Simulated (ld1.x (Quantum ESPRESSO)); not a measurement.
# Pd: one change to a TM potential, before and after

* Element: palladium (Pd)
* Generator: ld1.x (Quantum ESPRESSO) 7.5
* Type: norm-conserving Troullier–Martins (Kleinman–Bylander form)
* Functional: LDA (PZ)
* Relativity: scalar-relativistic
* Frozen core: [Ar] 3d10
* Valence charge: 18
* Reference configuration: 4s2 4p6 4d7 5s0 5p0 (charge +3)
* Partial waves: 4p (bound): rc 1.10 bohr; 4d (bound): rc 1.95 bohr; 4s (bound): rc 0.95 bohr
* Local potential: the s channel
* Core correction: none

Change: functional PBE.

Cutoffs: the cutoffs (Ry, on a coarse ladder) from which the occupation-weighted sum of valence levels, in a spherical-Bessel basis at the reference potential, stays within 10 and 1 mRy of its value at 400 Ry; they do not see the model core or the augmentation charge, which bear on the density cutoff. Errors are all-electron minus pseudo energies relative to the spin-unpolarised reference configuration.

**Question.** Predict the effect on cutoff, ghosts and configuration errors.

**Answer.** The potential gets neither clearly harder nor softer (160 Ry and 260 Ry → 160 Ry and 260 Ry); the number of tests with a reliable result goes from 9 to 7; of the 7 tests that both files solve, the error grows in 0 and shrinks in 3 by more than 15 % and 0.3 meV (median size 21.0 → 16.5 meV); neither file shows a bound ghost.

```tsv
quantity	base	changed
cutoff, loose	160 Ry	160 Ry
cutoff, tight	260 Ry	260 Ry
bound ghosts	none	none
error for 4s2 4p6 4d10 5s0 5p0, meV [ΔE -65.06 → -64.29 eV]	+20	+15
error for 4s2 4p6 4d9 5s0 5p0, meV [ΔE -55.68 → -55.18 eV]	+20	+16
error for 4s2 4p6 4d8 5s0 5p0, meV [ΔE -34.60 → -34.36 eV]	+11	+9.4
error for 4s2 4p6 4d9.5 5s0 5p0, meV [ΔE -61.70 → -61.06 eV]	+21	+17
error for 4s2 4p6 4d9 5s0 5p1, meV [ΔE -59.75 → -59.05 eV]	+38	+33
error for 4s2 4p6 4d8 5s1 5p0, meV [ΔE -51.27 → -50.65 eV]	+122	+117
error for 4s2 4p6 4d9 5s1 5p0, meV [ΔE -63.63 → -62.79 eV]	+85	+79
s: phases at 2.15 bohr within 0.05 rad from the reference energy up to (Ry; the scan ends near 5)	-2.4	-2.4
p: phases at 2.15 bohr within 0.05 rad from the reference energy up to (Ry; the scan ends near 5)	-1.4	-1.4
d: phases at 2.15 bohr within 0.05 rad from the reference energy up to (Ry; the scan ends near 5)	1.0	1.1
```
